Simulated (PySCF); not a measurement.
System: C$_{2}$HCl$_{4}$, net charge -1, singlet state. It need not be the lowest isomer of its formula. Whether it binds its extra electron was not tested at this geometry. SMILES: Cl[C-](Cl)C(Cl)Cl
Coordinates optimised at B3LYP-D3(BJ)/def2-TZVP (Ansatz):
```
C
H 1 1.0901
C 1 1.5146 2 118.60
Cl 1 1.8225 2 104.92 3 123.66
Cl 1 1.8225 2 104.92 3 -123.66
Cl 3 1.8880 1 102.42 2 53.29
Cl 3 1.8880 1 102.42 2 -53.29
```
Charge -1, spin multiplicity 1.

Dispersion corrections to the total energy (kcal/mol) from the dftd3 and dftd4 libraries through PySCF: D3(BJ) without and D4 with the three-body term, each with the damping fitted for the functional named.

```tsv
functional	D3(BJ)	D4
TPSSh	-7.89	-8.99
PBE	-6.43	-7.30
HF	-43.76	…
CAM-B3LYP	-5.68	-6.38
BLYP	-14.65	…
B3LYP	-12.04	-11.97
BHLYP	-9.76	…
```

Q: Complete the blanks.

A: 
- HF, D4: -24.73
- BLYP, D4: -16.14
- BHLYP, D4: -9.41
